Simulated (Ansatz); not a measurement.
Ansatz results at the PBE0-D4/def2-TZVP geometry: HOMO–LUMO gap (ωB97M-V/def2-TZVPP) 10.00 eV; LUMO energy (B3LYP/def2-TZVPP) -1.93 eV; HOMO energy (PBE/def2-TZVPP) -5.86 eV.

Each molecule was computed in one conformer, which needn't be the lowest.

**Question.** Which molecule gave them?
A. `C/C=C\C#N`
B. `C=CN1C=C1`
C. `O[SiH2][AlH][Cl]`
D. `C=C1CC1=N`

**Answer.** D. The others give `O[SiH2][AlH][Cl]`: 9.22, -2.23, -6.46; `C=CN1C=C1`: 10.02, -0.73, -4.86; `C/C=C\C#N`: 10.91, -1.56, -6.86.

B3LYP here is the variant with VWN-RPA as its local correlation; programs differ in this.
